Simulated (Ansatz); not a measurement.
PPAsSb tetrahedron (SbAsP₂). The state is a singlet with charge 0. Geometry r2SCAN-D4/def2-SVP.

Cartesian coordinates in Å:
```
P 1.211 0.411 -0.600
P -0.452 -1.064 -0.812
As -0.973 1.120 -0.155
Sb 0.214 -0.468 1.567
```

In the def2 sets Sb takes a core potential, while STO-3G treats all electrons; there is no spin–orbit coupling. HSE06 is defined as in plane-wave codes, on full-range PBE exchange.

Estimate the orbital energies around the gap (eV) in Ansatz with HF/STO-3G, PBE-D4/def2-TZVP, BLYP-D4/def2-TZVP, PBE0-D4/def2-SVP, HSE06-D4/def2-TZVP.


```tsv
orbital	HF/STO-3G	PBE-D4/def2-TZVP	BLYP-D4/def2-TZVP	PBE0-D4/def2-SVP	HSE06-D4/def2-TZVP
HOMO−9	-24.91	-18.51	-18.24	-21.08	-20.32
HOMO−8	-16.99	-13.15	-12.98	-14.95	-14.40
HOMO−7	-16.24	-12.83	-12.65	-14.52	-14.00
HOMO−6	-13.98	-12.67	-12.47	-14.51	-13.97
HOMO−5	-8.32	-8.05	-7.80	-9.21	-8.76
HOMO−4	-7.08	-7.37	-7.13	-8.46	-7.98
HOMO−3	-6.88	-6.94	-6.70	-8.04	-7.57
HOMO−2	-6.76	-6.62	-6.38	-7.66	-7.22
HOMO−1	-5.87	-5.99	-5.76	-6.96	-6.52
HOMO	-5.85	-5.95	-5.72	-6.94	-6.48
LUMO	5.64	-2.19	-2.05	-1.51	-1.90
LUMO+1	5.82	-2.15	-2.01	-1.43	-1.85
LUMO+2	6.68	-1.66	-1.54	-0.83	-1.28
LUMO+3	8.96	-1.63	-1.46	-0.69	-1.24
LUMO+4	9.36	-1.33	-1.20	-0.21	-0.90
LUMO+5	9.41	-1.11	-0.97	0.08	-0.67
```
